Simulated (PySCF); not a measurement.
Method: TPSSh-D3(BJ)/def2-TZVP // CAM-B3LYP-D3(BJ)/def2-SVP in PySCF 2.14.0. Isolated molecules, 0 K electronic values unless said otherwise. Excitations are Tamm–Dancoff values on a coarser integration grid. The basis has no diffuse functions, so Rydberg states are missing or too high.

Reference species (SMILES): `[BH2-]1[OH+][BH2-][OH+]1` (neutral, multiplicity 1).

```yaml
HOMO–LUMO gap: 7.22 eV
HOMO: -7.27 eV
T1 excitation (TDA): 6.41 eV
```

Changed species: `[GaH2-]1[NH2+][GaH2-][NH2+]1`.

### Question
Predict the effect on the HOMO–LUMO gap, HOMO and T1 excitation (TDA).

### Answer
the HOMO–LUMO gap decreases by 0.45 eV, to 6.77 eV; the HOMO rises by 0.08 eV, to -7.19 eV; the T1 excitation (TDA) drops by 0.34 eV, to 6.07 eV.
